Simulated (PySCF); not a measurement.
**Working out the ionisation energy of Sn**

Sn [Kr] 4d10 5s2 5p2 (3P) → Sn⁺ [Kr] 4d10 5s2 5p1 (2P). Calculation: PySCF 2.14, in aug-cc-pVDZ-PP with ECP28MDF; a scalar-relativistic core potential. Frozen: 4s2 4p6 4d10. Energies in hartree (1 hartree = 27.21139 eV):

```csv
part,Sn (lower),Sn⁺ (upper)
UHF,-213.335453,-213.083444
CCSD correlation,-0.049609,-0.040071
(T),-0.000773,-0.000390
```

Task: What does Hartree-Fock give?

Result: (-213.083444) − (-213.335453) = 0.252009 hartree = 6.858 eV.

Task: What do CCSD and CCSD(T) give?

Result: The CCSD correlation energies differ by 0.009538 hartree = 0.260 eV and the triples by 0.000383 hartree = 0.010 eV, so CCSD gives 7.118 eV and CCSD(T) 7.128 eV.

Measured between the centres of the two terms (NIST): 7.389 eV, so CCSD(T) (valence) is off by -0.261 eV.

A double-zeta basis recovers only part of the correlation energy.

What remains against the reference includes basis incompleteness, the frozen core and higher excitations.
